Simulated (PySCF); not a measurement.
C3H6, triplet, geometry from GFN2-xTB (a higher spin typed on purpose: for a closed-shell molecule this is an excited state); B3LYP/6-311G** (PySCF).

The PySCF input:
```python
from pyscf import gto, scf, dft

mol = gto.M(
    atom='''
C    -1.24187033    0.00174507   -0.18325915
C     0.09492014    0.16223216    0.45756215
C     1.32427201   -0.13788396   -0.19693494
H    -1.81105722   -0.80351350    0.29391188
H    -1.83605872    0.91280135   -0.07560257
H    -1.13833454   -0.23077502   -1.24019219
H     0.09538128    0.48565822    1.49211885
H     1.86967721    0.60755469   -0.75717094
H     1.75646099   -1.12828528   -0.17727343
''',
    basis='6-311g**',
    spin=2,
    verbose=4,
)

mf = dft.UKS(mol)
mf.xc = 'b3lyp'
mf.DIIS = scf.EDIIS
mf.kernel()
```

Output, abridged:

```
PySCF version 2.14.0

[INPUT] verbose = 4
[INPUT] num. atoms = 9
[INPUT] num. electrons = 24
[INPUT] charge = 0
[INPUT] spin (= nelec alpha-beta = 2S) = 2
[INPUT] symmetry False subgroup None
[INPUT] Mole.unit = angstrom
[INPUT] Symbol           X                Y                Z      unit          X                Y                Z       unit  Magmom
[...]
nuclear repulsion = 69.4483746358776
number of shells = 48
number of NR pGTOs = 141
number of NR cGTOs = 90
basis = 6-311g**
ecp = {}

******** <class 'pyscf.dft.uks.UKS'> ********
method = UKS
initial guess = minao
damping factor = 0
level_shift factor = 0
DIIS = <class 'pyscf.scf.diis.EDIIS'>
diis_start_cycle = 1
diis_space = 8
diis_damp = 0
SCF conv_tol = 1e-09
SCF conv_tol_grad = None
SCF max_cycles = 50
direct_scf = True
direct_scf_tol = 1e-13
number electrons alpha = 13  beta = 11
XC library pyscf.dft.libxc version 7.1.2
    S. Lehtola, C. Steigemann, M. J. T. Oliveira, and M. A. L. Marques,  SoftwareX 7, 1–5 (2018)
XC functionals = b3lyp
    P. J. Stephens, F. J. Devlin, C. F. Chabalowski, and M. J. Frisch,  J. Phys. Chem. 98, 11623 (1994)
radial grids:
    Treutler-Ahlrichs [JCP 102, 346 (1995); DOI:10.1063/1.469408] (M4) radial grids

becke partition: Becke, JCP 88, 2547 (1988); DOI:10.1063/1.454033
pruning grids: <function nwchem_prune>
grids dens level: 3
symmetrized grids: False
atomic radii adjust function: <function treutler_atomic_radii_adjust>
small_rho_cutoff = 0
Set gradient conv threshold to 3.16228e-05
tot grids = 101208
init E= -117.904479758048

cycle= 1 E= -117.80907747228  delta_E= 0.0954  |g|= 0.225  |ddm|= 1.56
cycle= 2 E= -117.80667964621  delta_E= 0.0024  |g|= 0.247  |ddm|= 0.386
cycle= 3 E= -117.839431140575  delta_E= -0.0328  |g|= 0.0251  |ddm|= 0.216
cycle= 4 E= -117.839431140879  delta_E= -3.05e-10  |g|= 0.0251  |ddm|= 1.12e-08
cycle= 5 E= -117.839431141202  delta_E= -3.22e-10  |g|= 0.0251  |ddm|= 1.19e-08
cycle= 6 E= -117.839431140293  delta_E= 9.09e-10  |g|= 0.0251  |ddm|= 3.35e-08
cycle= 7 E= -117.839431140694  delta_E= -4.01e-10  |g|= 0.0251  |ddm|= 1.48e-08
cycle= 8 E= -117.839431140652  delta_E= 4.21e-11  |g|= 0.0251  |ddm|= 1.56e-09
cycle= 9 E= -117.839431140835  delta_E= -1.83e-10  |g|= 0.0251  |ddm|= 6.76e-09
cycle= 10 E= -117.837141973239  delta_E= 0.00229  |g|= 0.0718  |ddm|= 0.0468
cycle= 11 E= -117.839203081614  delta_E= -0.00206  |g|= 0.0348  |ddm|= 0.0776
cycle= 12 E= -117.839712770105  delta_E= -0.00051  |g|= 0.0155  |ddm|= 0.023
[...]
cycle= 22 E= -117.839819668973  delta_E= -1.44e-11  |g|= 0.00582  |ddm|= 5.55e-09
cycle= 23 E= -117.839819669138  delta_E= -1.65e-10  |g|= 0.00582  |ddm|= 5.99e-08
cycle= 24 E= -117.83981966917  delta_E= -3.2e-11  |g|= 0.00582  |ddm|= 1.4e-08
cycle= 25 E= -117.839819669183  delta_E= -1.33e-11  |g|= 0.00582  |ddm|= 6.69e-09
cycle= 26 E= -117.839819669087  delta_E= 9.63e-11  |g|= 0.00582  |ddm|= 4.43e-08
cycle= 27 E= -117.839814844365  delta_E= 4.82e-06  |g|= 0.00652  |ddm|= 0.00656
cycle= 28 E= -117.839823830088  delta_E= -8.99e-06  |g|= 0.00498  |ddm|= 0.00792
cycle= 29 E= -117.839836618887  delta_E= -1.28e-05  |g|= 0.000425  |ddm|= 0.00343
cycle= 30 E= -117.839836618894  delta_E= -6.65e-12  |g|= 0.000425  |ddm|= 8.36e-08
cycle= 31 E= -117.839836618872  delta_E= 2.24e-11  |g|= 0.000425  |ddm|= 8.6e-08
cycle= 32 E= -117.839836618891  delta_E= -1.97e-11  |g|= 0.000425  |ddm|= 1.15e-07
cycle= 33 E= -117.839836618887  delta_E= 4.75e-12  |g|= 0.000425  |ddm|= 2.1e-08
cycle= 34 E= -117.839836618933  delta_E= -4.63e-11  |g|= 0.000425  |ddm|= 1.65e-07
cycle= 35 E= -117.839832334783  delta_E= 4.28e-06  |g|= 0.00298  |ddm|= 0.00213
cycle= 36 E= -117.839833875784  delta_E= -1.54e-06  |g|= 0.00234  |ddm|= 0.00332
cycle= 37 E= -117.839835877029  delta_E= -2e-06  |g|= 0.00128  |ddm|= 0.00234
cycle= 38 E= -117.839836503926  delta_E= -6.27e-07  |g|= 0.000651  |ddm|= 0.000483
cycle= 39 E= -117.839836497915  delta_E= 6.01e-09  |g|= 0.00066  |ddm|= 6.53e-06
cycle= 40 E= -117.839836504237  delta_E= -6.32e-09  |g|= 0.00065  |ddm|= 6.86e-06
cycle= 41 E= -117.839836503695  delta_E= 5.42e-10  |g|= 0.000651  |ddm|= 6.58e-07
cycle= 42 E= -117.839836493111  delta_E= 1.06e-08  |g|= 0.000667  |ddm|= 1.15e-05
cycle= 43 E= -117.839836503789  delta_E= -1.07e-08  |g|= 0.000651  |ddm|= 1.16e-05
cycle= 44 E= -117.839836058895  delta_E= 4.45e-07  |g|= 0.00115  |ddm|= 0.00118
cycle= 45 E= -117.839836481128  delta_E= -4.22e-07  |g|= 0.000671  |ddm|= 0.00118
cycle= 46 E= -117.839836689339  delta_E= -2.08e-07  |g|= 0.000238  |ddm|= 0.000396
cycle= 47 E= -117.839836703454  delta_E= -1.41e-08  |g|= 0.000173  |ddm|= 0.000111
cycle= 48 E= -117.839836690892  delta_E= 1.26e-08  |g|= 0.000233  |ddm|= 8.13e-05
cycle= 49 E= -117.839836688298  delta_E= 2.59e-09  |g|= 0.000245  |ddm|= 1.94e-05
cycle= 50 E= -117.839836683615  delta_E= 4.68e-09  |g|= 0.000264  |ddm|= 2.36e-05
SCF not converged.
SCF energy = -117.839836683615 after 50 cycles  <S^2> = 2.0042589  2S+1 = 3.0028379
```

Convergence was not reached.
